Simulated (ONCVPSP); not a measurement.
**PBEsol ONCV dataset for selenium, scalar-relativistic all-electron reference.**

```json
{
 "Element": "selenium",
 "Generator": "ONCVPSP 4.0.1",
 "Type": "optimised norm-conserving Vanderbilt (ONCV)",
 "Functional": "PBEsol",
 "Relativity": "scalar-relativistic",
 "Frozen core": "[Ar]",
 "Valence charge": "16",
 "Reference configuration": "3d10 4s1 4p5",
 "Partial waves": "4s: rc 1.65 bohr, ncon 4, nbas 8, qcut 3.2 1/bohr, 1 projector; 4p: rc 2.00 bohr, ncon 4, nbas 6, qcut 3.7 1/bohr, 2 projectors, debl 2.7 Ha; 3d: rc 0.75 bohr, ncon 4, nbas 8, qcut 16.4 1/bohr, local",
 "Local potential": "the d channel",
 "Core correction": "Teter function, fcfact 2, rcfact 1.3"
}
```

All-electron outer shells of the reference configuration (PBEsol, scalar-relativistic, ld1.x):

| shell | level (eV) | outermost node (bohr) | outermost maximum (bohr) |
| --- | --- | --- | --- |
| 3s | -214.72 | 0.24 | 0.50 |
| 3p | -154.38 | 0.21 | 0.50 |
| 3d | -54.71 | – | 0.45 |
| 4s | -18.12 | 0.70 | 1.51 |
| 4p | -7.13 | 0.74 | 1.80 |

Problem. Does this generation succeed?

Solution. No. ONCVPSP 4.0.1 stopped with "test_data: must have ncon+3 <= nbas <= ncon+5, l= 1": the input breaks a rule of the program on the basis size: nbas must lie between ncon + 3 and ncon + 5.
